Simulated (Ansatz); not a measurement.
`C[B]([InH2])CF` + `CNC` → `C[N](C)[InH2]` + `CBCF`  (cleavage of the In–B bond)

Program: Ansatz. Geometries: PBE0-D4/def2-TZVP. ΔE: electronic, gas phase. CBS: MP2 limit from def2 TZ/QZ plus the TZ coupled-cluster correction, frozen cores. Functionals use def2-TZVPP. def2 core potentials past Kr. For In outer-core shells are correlated without core-valence functions, which leaves a few kJ/mol of doubt a bond. Each species was taken in one conformer, which may not be the lowest.

`C[B]([InH2])CF`:

```xyz
12

C     0.905   -1.453    0.234
B     0.083   -0.150   -0.009
In    0.632    1.998    0.427
C    -1.355   -0.252   -0.598
F    -2.004    0.989   -0.704
H     0.927   -1.615    1.321
H     1.954   -1.357   -0.058
H     0.491   -2.358   -0.222
H     0.319    2.761    1.952
H     1.371    3.035   -0.750
H    -1.327   -0.694   -1.605
H    -1.995   -0.906    0.012
```

`CNC`:

Z-matrix (Å, degrees):
```
C
N 1 1.445
H 1 1.094 2 109.4
H 1 1.092 2 110.0 3 117.9
H 1 1.104 2 114.0 3 -120.2
C 2 1.445 1 112.8 3 65.3
H 2 1.011 1 109.8 3 -171.9
H 6 1.104 2 114.0 1 54.9
H 6 1.094 2 109.4 1 -65.3
H 6 1.092 2 110.0 1 176.8
```

`C[N](C)[InH2]`:

Cartesian coordinates in Å:
```
C -0.335 -1.325 -0.397
N 0.024 0.011 -0.005
C -1.049 0.691 0.668
In 1.831 0.838 -0.360
H 0.494 -1.821 -0.907
H -0.611 -1.945 0.471
H -1.199 -1.333 -1.079
H -1.358 0.162 1.584
H -0.755 1.704 0.955
H -1.945 0.772 0.032
H 2.920 -0.198 -1.179
H 1.983 2.443 0.216
```

`CBCF`:

Cartesian coordinates in Å:
```
C 0.133 1.003 0.927
B 0.488 -0.312 0.173
C -0.406 -0.805 -1.002
F -0.006 -1.987 -1.608
H 0.983 1.694 0.872
H -0.761 1.523 0.577
H 0.018 0.792 1.997
H 1.450 -0.950 0.493
H -0.458 -0.024 -1.778
H -1.441 -0.934 -0.652
```

| level | ΔE (kJ/mol) |
| --- | --- |
| revPBE-D4 | -17.8 |
| ωB97X-V | -19.8 |
| CAM-B3LYP | -23.0 |
| SCS-MP2/def2-TZVPP | -28.4 |

(1) What does CCSD(T)/CBS give? (Best estimate.)

Largest T1 diagnostic among the species: 0.017.

## Answers

(1) Ansatz gave: -26.5 kJ/mol. The listed levels differ from it by 8.7, 6.7, 3.5, -1.9 kJ/mol.

From r2SCAN to r2SCAN0 (25 % exact exchange), in def2-TZVPP and without D4, ΔE moves by +4.2 kJ/mol. Leaving LDA and LC-ωPBE aside and taking each functional with its dispersion term where it has one, the values, not all of them listed here, spread over 13.0 kJ/mol, from BLYP-D4 to PBE0-D4. LDA lies −3.7 kJ/mol from PBE without D4. In def2-TZVPP, CCSD(T) changes the Hartree–Fock value by −4.9 kJ/mol (the triples alone add −2.8 kJ/mol) and MP2 by −9.9 kJ/mol.

CCSD(T)/CBS has its own doubt, a few kJ/mol and more with outer-core shells, so smaller differences from it don't rank the levels.
